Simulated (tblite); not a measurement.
C5H7F2GeN.
Numbering: `[NH:1]=[C:2]1[CH2:3][Ge:4]([F:5])(/[CH:6]=[CH:7]/[F:8])[CH2:9]1` (hydrogens: H10 on N1; H11, H12 on C3; H13 on C6; H14 on C7; H15, H16 on C9)

Computed with GFN2-xTB (tblite), gas phase: L-BFGS steps from a force-field or distance-geometry start until the largest atomic force falls under 0.01 eV/Å.

Geometry at step 38:
```
atom  x, y, z in Å
N1     -1.4423    0.7152    2.0308
C2     -1.3089    0.3569    0.8425
C3     -0.9618    1.3188   -0.2601
Ge4    -0.0766   -0.2680   -1.1518
F5     -0.4269   -0.7510   -2.8522
C6      1.8379   -0.5980   -0.8618
C7      2.5591    0.1491   -0.0482
F8      3.8215   -0.1881    0.2370
C9     -1.3206   -1.0258    0.2139
H10    -1.6165   -0.0343    2.6961
H11    -1.8680    1.6527   -0.7615
H12    -0.4060    2.1848    0.0826
H13     2.2780   -1.4827   -1.2981
H14     2.2559    1.0554    0.4586
H15    -1.0341   -1.8366    0.8765
H16    -2.2983   -1.2395   -0.2158
```

Q: What forces act on the atoms?

A: 
```json
{"atom": "N1", "Fx (eV/Å)": "0.058", "Fy (eV/Å)": "0.018", "Fz (eV/Å)": "0.247"}
{"atom": "C2", "Fx (eV/Å)": "-0.137", "Fy (eV/Å)": "-0.060", "Fz (eV/Å)": "-0.163"}
{"atom": "C3", "Fx (eV/Å)": "0.041", "Fy (eV/Å)": "-0.060", "Fz (eV/Å)": "-0.064"}
{"atom": "Ge4", "Fx (eV/Å)": "0.081", "Fy (eV/Å)": "0.020", "Fz (eV/Å)": "-0.114"}
{"atom": "F5", "Fx (eV/Å)": "0.029", "Fy (eV/Å)": "0.116", "Fz (eV/Å)": "0.140"}
{"atom": "C6", "Fx (eV/Å)": "-0.083", "Fy (eV/Å)": "-0.003", "Fz (eV/Å)": "-0.059"}
{"atom": "C7", "Fx (eV/Å)": "0.013", "Fy (eV/Å)": "-0.082", "Fz (eV/Å)": "-0.039"}
{"atom": "F8", "Fx (eV/Å)": "0.107", "Fy (eV/Å)": "0.099", "Fz (eV/Å)": "0.061"}
{"atom": "C9", "Fx (eV/Å)": "0.038", "Fy (eV/Å)": "0.020", "Fz (eV/Å)": "0.031"}
{"atom": "H10", "Fx (eV/Å)": "-0.077", "Fy (eV/Å)": "-0.018", "Fz (eV/Å)": "0.032"}
{"atom": "H11", "Fx (eV/Å)": "0.023", "Fy (eV/Å)": "0.015", "Fz (eV/Å)": "-0.083"}
{"atom": "H12", "Fx (eV/Å)": "0.003", "Fy (eV/Å)": "0.030", "Fz (eV/Å)": "-0.045"}
{"atom": "H13", "Fx (eV/Å)": "0.006", "Fy (eV/Å)": "0.012", "Fz (eV/Å)": "-0.037"}
{"atom": "H14", "Fx (eV/Å)": "-0.008", "Fy (eV/Å)": "-0.053", "Fz (eV/Å)": "-0.023"}
{"atom": "H15", "Fx (eV/Å)": "-0.045", "Fy (eV/Å)": "-0.033", "Fz (eV/Å)": "0.066"}
{"atom": "H16", "Fx (eV/Å)": "-0.049", "Fy (eV/Å)": "-0.020", "Fz (eV/Å)": "0.049"}
```

The largest, 0.25 eV/Å, acts on N1; the rms over all components is 0.073 eV/Å. The forces sum to zero within rounding, as they must for an isolated molecule in no field.

Q: Give the force on N1 in Eh/bohr and in nN.

A: 0.254 eV/Å ÷ 51.422 = 0.00495 Eh/bohr, and 0.254 eV/Å × 1.602 = 0.41 nN.

Q: How far is this geometry from the end of the optimisation?

A: 0.073 eV above it, and 0.429 Å rms away after alignment. The bonds farthest from their final lengths, with half the difference of the two atoms' forces along the bond (positive lengthens):

```
  bond  now (Å)  final (Å)  force along bond (eV/Å)
Ge4–F5    1.802      1.782                    -0.13
Ge4–C9    1.997      2.013                    +0.06
C3–Ge4    2.024      2.014                    -0.01
Ge4–C6    1.964      1.971                    -0.07
 C2–C3    1.504      1.509                    -0.02
 C2–C9    1.519      1.522                    -0.08
```

The angle farthest from its final value is C6–Ge4–C9, 116.3° against 128.0°.

Of the 3 listed bonds off by 0.010 Å or more, this force points towards the final length in 3.

What follows is the cost of the whole relaxation. Hardware: Arm Neoverse V2, one thread, on a shared host. Cost: 0.62 s of wall time.
